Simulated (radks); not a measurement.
Charge is removed step by step from the 3d level of neutral iron, starting from [Ar] 3d6 4s2. Method: scalar-relativistic Kohn-Sham, PBEsol, spin-unpolarised, spherical densities, finite nucleus; Fermi nuclear charge, rms radius 3.7377 fm; computed with a radial shooting solver on a logarithmic mesh with Libxc functionals.

removed (e),E - E(0) (eV),eigenvalue (eV),E minus straight line (eV)
0,0.000,-7.529,0.000
0.125,1.037,-9.071,-0.742
0.25,2.271,-10.679,-1.288
0.375,3.709,-12.349,-1.629
0.5,5.360,-14.080,-1.757
0.625,7.232,-15.868,-1.665
0.75,9.330,-17.712,-1.346
0.875,11.662,-19.610,-0.793
1,14.234,-21.560,0.000

Removing the whole electron costs 14.234 eV by Delta-SCF, against 7.529 eV from minus the eigenvalue at the starting occupation. Slater's transition state (half an electron removed) gives 14.080 eV. Integrating minus the eigenvalue over the occupation (Janak's theorem) gives 14.234 eV. In this scalar-relativistic scheme the density is built from large components alone, so the theorem holds only approximately. The mean slope of the eigenvalue, de/dn, is 14.0 eV per electron.
